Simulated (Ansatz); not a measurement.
Li3Br4, 7 atoms. Hardware: 4 threads of Arm Neoverse V1 on a shared host.

Correlated methods freeze 36 core orbitals; core or outer-core shells of Li, Br are correlated, in sets that lack core-valence functions.

Problem. How many basis functions does each of these Ansatz runs have, and roughly what does it cost? PBE-D4/def2-SVP, charge 0 doublet, energy, from earlier orbitals; PBE-D4/def2-SVP, charge 0 doublet, energy with a search over starts; MP2/def2-TZVP, charge 0 doublet, energy, from earlier orbitals; PBE-D4/def2-TZVP, charge 0 doublet, energy and forces, from earlier orbitals; PBE0-D4/def2-SVP, charge 0 doublet, energy, from earlier orbitals; LC-ωPBE/def2-TZVP, charge 0 doublet, energy, from earlier orbitals; r2SCAN-D4/def2-TZVP, charge 0 doublet, energy, from earlier orbitals; r2SCAN-D4/def2-SVP, charge 0 doublet, relaxation, 37 steps; PBE0-D4/def2-TZVP, charge 0 doublet, energy, from earlier orbitals; RPA@PBE/def2-TZVP, charge 0 doublet, energy, from earlier orbitals.

Solution. Other jobs shared the machine, so times can vary by a factor of up to 3. A dash marks memory too small to be measured apart from the calling script's.

| run | functions | fitting or Cholesky vectors | wall time | peak host memory (GiB) |
| --- | --- | --- | --- | --- |
| PBE-D4/def2-SVP, charge 0 doublet, energy, from earlier orbitals | 155 | 1788 | 5 s | – |
| PBE0-D4/def2-SVP, charge 0 doublet, energy, from earlier orbitals | 155 | 1600 | 9.5 s | 0.93 |
| PBE-D4/def2-TZVP, charge 0 doublet, energy and forces, from earlier orbitals | 234 | 1891 | 9.5 s | – |
| PBE-D4/def2-SVP, charge 0 doublet, energy with a search over starts | 155 | 1788 | 11 s | – |
| LC-ωPBE/def2-TZVP, charge 0 doublet, energy, from earlier orbitals | 234 | 1891 | 16 s | 0.88 |
| RPA@PBE/def2-TZVP, charge 0 doublet, energy, from earlier orbitals | 234 | 1744 | 17 s | 0.78 |
| PBE0-D4/def2-TZVP, charge 0 doublet, energy, from earlier orbitals | 234 | 1744 | 19 s | 1.1 |
| MP2/def2-TZVP, charge 0 doublet, energy, from earlier orbitals | 234 | 1744 | 20 s | 1.1 |
| r2SCAN-D4/def2-TZVP, charge 0 doublet, energy, from earlier orbitals | 234 | 1891 | 22 s | 0.56 |
| r2SCAN-D4/def2-SVP, charge 0 doublet, relaxation, 37 steps | 155 | 1788 | 6.4 min | – |
